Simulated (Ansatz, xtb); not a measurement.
# Relative energy of two isomers of C4H8BCl

Structure X is `C=C[C@H](C)BCl`, a singlet and structure Y is `ClB1CCCC1`, a singlet. Both are isolated molecules in the gas phase, relaxed with PBE-D3(BJ)/def2-SVP; the shapes shown needn't be the lowest conformers.

X (Å):

```yaml
atoms:
  - { symbol: C, position_ang: [-0.4187, 1.2752, 1.5311] }
  - { symbol: C, position_ang: [-1.1029, 0.8165, 0.4585] }
  - { symbol: C, position_ang: [-0.5148, 0.5258, -0.9075] }
  - { symbol: C, position_ang: [-1.5205, 0.6005, -2.0557] }
  - { symbol: B, position_ang: [-0.0076, -0.8845, -0.4180] }
  - { symbol: Cl, position_ang: [-1.0453, -2.3172, -0.5273] }
  - { symbol: H, position_ang: [-0.9075, 1.4025, 2.5090] }
  - { symbol: H, position_ang: [0.6474, 1.5476, 1.4604] }
  - { symbol: H, position_ang: [-2.1631, 0.5298, 0.5857] }
  - { symbol: H, position_ang: [0.3596, 1.1868, -1.0779] }
  - { symbol: H, position_ang: [-1.0409, 0.3305, -3.0173] }
  - { symbol: H, position_ang: [-1.9464, 1.6191, -2.1602] }
  - { symbol: H, position_ang: [-2.3586, -0.1080, -1.8978] }
  - { symbol: H, position_ang: [1.0809, -1.0330, 0.0967] }
```

Y (Å):

```yaml
atoms:
  - { symbol: C, position_ang: [-0.6183, -1.8423, -1.0640] }
  - { symbol: C, position_ang: [0.1360, -0.5634, -0.6313] }
  - { symbol: C, position_ang: [1.1654, -1.0337, 0.4190] }
  - { symbol: C, position_ang: [0.4269, -2.0961, 1.2664] }
  - { symbol: B, position_ang: [-0.5814, -2.7307, 0.2361] }
  - { symbol: Cl, position_ang: [-1.5211, -4.2038, 0.4972] }
  - { symbol: H, position_ang: [-0.0159, -2.4047, -1.8202] }
  - { symbol: H, position_ang: [-1.6097, -1.6822, -1.5329] }
  - { symbol: H, position_ang: [-0.5813, 0.1393, -0.1525] }
  - { symbol: H, position_ang: [0.6044, -0.0124, -1.4728] }
  - { symbol: H, position_ang: [1.5828, -0.1957, 1.0146] }
  - { symbol: H, position_ang: [2.0251, -1.5132, -0.0993] }
  - { symbol: H, position_ang: [-0.2145, -1.5955, 2.0338] }
  - { symbol: H, position_ang: [1.0735, -2.7974, 1.8309] }
```

Quicker runs give these differences E(Y) − E(X): GFN2-xTB −24.5 kcal/mol; HF/STO-3G −57.1 kcal/mol (at GFN2-xTB geometries); r2SCAN-D4/def2-SVP −31.1 kcal/mol (at GFN2-xTB geometries).

Estimate E(Y) − E(X) at the level CCSD(T)/def2-SVP + ΔMP2/def2-TZVPP.

Calculated at CCSD(T)/def2-SVP + ΔMP2/def2-TZVPP: E(Y) − E(X) = −26.0 kcal/mol, so structure Y lies lower.

The same difference at several levels:

| level | geometry | E(Y) − E(X) (kcal/mol) | departure from the last row (kcal/mol) | job, with rough time for the two |
| --- | --- | --- | --- | --- |
| GFN2-xTB | GFN2-xTB | −24.5 | +1.5 | optimisation, 0.55 s |
| HF/STO-3G | GFN2-xTB | −57.1 | −31.1 | single point, 1 s |
| r2SCAN-D4/def2-SVP | GFN2-xTB | −31.1 | −5.1 | single point, 7.5 s |
| PBE-D3(BJ)/def2-SVP | PBE-D3(BJ)/def2-SVP | −29.3 | −3.2 | optimisation, 66 s |
| HF/def2-SVP | PBE-D3(BJ)/def2-SVP | −28.5 | −2.5 | part of the CCSD(T) run |
| MP2/def2-SVP | PBE-D3(BJ)/def2-SVP | −29.0 | −3.0 | part of the CCSD(T) run |
| CCSD(T)/def2-SVP | PBE-D3(BJ)/def2-SVP | −27.0 | −1.0 | single point |
| CCSD(T)/def2-SVP + ΔMP2/def2-TZVPP | PBE-D3(BJ)/def2-SVP | −26.0 |  | single point, 1.7 min |

As drawn, Y has 1 C–B, 1 C–C, 1 C–H in place of 1 C=C, 1 B–H. Structure X has no ring, Y a 5-membered ring.

The levels shown agree on the order. The largest departure from CCSD(T)/def2-SVP + ΔMP2/def2-TZVPP is that of HF/STO-3G, 31.1 kcal/mol. The last row adds to CCSD(T) the change of the MP2 difference between the two basis sets, here +1.0 kcal/mol.

With thermal terms from frequencies at re-optimised GFN2-xTB minima (ideal gas, soft modes damped towards free rotors, one conformer each, 298.15 K, 1 atm): the zero-point term adds +3.1 kcal/mol; ΔH is −24.0 and ΔG −21.2 kcal/mol.

The correlated steps freeze 10 core orbitals. Mirror images aren't counted in ΔG. Run with Ansatz 0.2.0, xtb 6.7.1; the last row on 2 threads of Intel(R) Xeon(R) Processor @ 2.70GHz on a shared host.
